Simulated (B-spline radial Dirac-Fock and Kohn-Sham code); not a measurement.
# Relative intensities of the L2 lines, Pd to Cs

The computed values come from a radial atomic solver: independent-particle radiative and Coulomb Auger rates from relativistic LDA hole-state orbitals, with Dirac-Fock energies. Each entry is the share of the radiative L2 rate in per cent; values in brackets are the Scofield rates tabulated in xraylib.

```tsv
Z	element	Lη	Lβ1	Lγ5	Lγ1	radiative width (eV)
46	Pd	2.49 (2.67)	89.1 (89.4)	0.486 (0.502)	7.86 (7.43)	0.113
47	Ag	2.45 (2.62)	88.4 (88.5)	0.488 (0.503)	8.62 (8.28)	0.128
48	Cd	2.41 (2.57)	87.7 (87.8)	0.490 (0.505)	9.33 (9.04)	0.145
49	In	2.37 (2.53)	87.0 (87.1)	0.492 (0.507)	10.0 (9.77)	0.162
50	Sn	2.34 (2.49)	86.4 (86.5)	0.495 (0.510)	10.7 (10.4)	0.182
51	Sb	2.31 (2.45)	85.9 (85.9)	0.498 (0.512)	11.2 (11.0)	0.203
52	Te	2.29 (2.42)	85.3 (85.3)	0.501 (0.516)	11.8 (11.6)	0.226
53	I	2.26 (2.39)	84.9 (84.8)	0.505 (0.519)	12.3 (12.1)	0.251
54	Xe	2.24 (2.37)	84.4 (84.4)	0.508 (0.522)	12.7 (12.6)	0.278
55	Cs	2.22 (2.34)	84.0 (84.0)	0.511 (0.526)	13.2 (13.0)	0.307
```
